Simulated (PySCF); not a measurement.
A PySCF script (with the pyscf-properties extension) for the NMR shieldings of `F/C(=C/[SiH3])[Si@H](Cl)CCCl`, C4H9Cl2FSi2, on a GFN2-xTB geometry:

```python
import basis_set_exchange as bse
import numpy as np
from pyscf import gto, dft
from pyscf.prop import nmr

atoms = """
F    -0.609379   -2.264670   -0.038267
C    -1.052783   -0.970861   -0.144782
C    -2.362332   -0.776957   -0.216726
Si   -3.240044    0.876131   -0.373707
Si    0.376249    0.281897   -0.158132
Cl    0.162681    1.486873   -1.766342
C     1.975594   -0.738007   -0.373660
C     3.187443    0.115528   -0.689493
Cl    3.452262    1.318153    0.599199
H    -2.989848   -1.661464   -0.197034
H    -2.414868    1.945698    0.186735
H    -4.493366    0.766559    0.376891
H    -3.528457    1.122136   -1.787779
H     0.359357    1.081910    1.063023
H     1.854716   -1.460382   -1.184283
H     2.166501   -1.315720    0.531036
H     3.048183    0.678382   -1.612329
H     4.099330   -0.478889   -0.755526
"""
names = dict.fromkeys(["F", "C", "Si", "Cl", "H"], "pcSseg-1")
basis = {el: gto.basis.parse(bse.get_basis(n, elements=[el], fmt="nwchem")) for el, n in names.items()}
mol = gto.M(atom=atoms, basis=basis, charge=0, verbose=0)
mf = dft.RKS(mol, xc="PBE0")
mf.grids.level = 2
mf.grids.alignment = dft.numint.BLKSIZE   # the property module wants whole blocks of grid points
mf.conv_tol = 1e-9
mf.kernel()

calc = nmr.RKS(mf)   # GIAO
C = mf.mo_coeff
Co = C[:, mf.mo_occ > 0]
resp = mf.gen_response(singlet=True, hermi=2)
def vind(x):   # induced exchange potential for any number of trial vectors
    d = np.einsum("pi,xij,qj->xpq", C, 2 * x.reshape(-1, C.shape[1], Co.shape[1]), Co, optimize=True)
    return np.einsum("xpq,pi,qj->xij", resp(d - d.transpose(0, 2, 1)), C, Co, optimize=True).ravel()
mo1, _ = nmr.rhf.solve_mo1(calc, with_cphf=vind)
sigma = calc.kernel(mo1)
for i, s in enumerate(sigma):   # ppm
    print("%2d %-2s %9.2f" % (i, mol.atom_pure_symbol(i), np.trace(s) / 3))
```

Task: What are the results?

Result: 
```
 0 F     222.39
 1 C       2.65
 2 C      67.67
 3 Si    432.02
 4 Si    361.01
 5 Cl    979.08
 6 C     162.11
 7 C     141.01
 8 Cl    844.53
 9 H      25.42
10 H      27.38
11 H      27.56
12 H      27.36
13 H      25.91
14 H      30.27
15 H      30.14
16 H      27.79
17 H      27.71
```

These numbers come from an equivalent density-fitted implementation of the same equations, which agrees with the script to about 0.01 ppm for H and up to a few tenths of a ppm for heavy atoms, so last digits may differ.

Task: Turn these shieldings into chemical shifts. Shifts are taken against calculated references (same method and geometry level): CFCl3 for 19F (170.95 ppm); 13C (186.93 ppm) and 29Si (349.16 ppm) and 1H (31.72 ppm) against TMS; 35Cl (949.78 ppm) vs HCl.

Result: Averaging equivalent atoms: F 0: -51.4; C 1: 184.3; C 2: 119.3; C 7: 45.9; C 6: 24.8; Si 4: -11.9; Si 3: -82.9; Cl 8: 105; Cl 5: -29; H 9: 6.30; H 13: 5.80; H 10/11/12: 4.28; H 17: 4.01; H 16: 3.93; H 15: 1.58; H 14: 1.45 ppm. Unscaled 19F shifts against computed CFCl3 carry errors that often reach 10 to 50 ppm.

Size and cost of the density-fitted run: 226 basis functions, 2.1 min wall time on 1 thread of an Intel Xeon, shared host; peak memory 1.1 GiB.
